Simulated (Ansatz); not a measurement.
Ansatz results at the PBE0-D4/def2-TZVP geometry: HOMO energy (PBE0/def2-TZVPP) -9.02 eV; LUMO energy (B3LYP/def2-TZVPP) -0.55 eV; size of the dipole moment (B3LYP/def2-TZVPP) 3.65 D.

Each molecule was computed in one conformer, which needn't be the lowest.

Which molecule gave them?
A. `[SiH3][O][Al]([Cl])[Br]`
B. `[NH2][AlH][NH2]`
C. `C[N](C)[Al]([SH])[Br]`
D. `[F][Al]([F])[O]CC(F)(F)F`

D. The others give `C[N](C)[Al]([SH])[Br]`: -6.68, -0.68, 1.39; `[NH2][AlH][NH2]`: -6.93, 0.18, 1.22; `[SiH3][O][Al]([Cl])[Br]`: -8.76, -1.45, 0.85.

B3LYP here is the variant with VWN-RPA as its local correlation; programs differ in this.
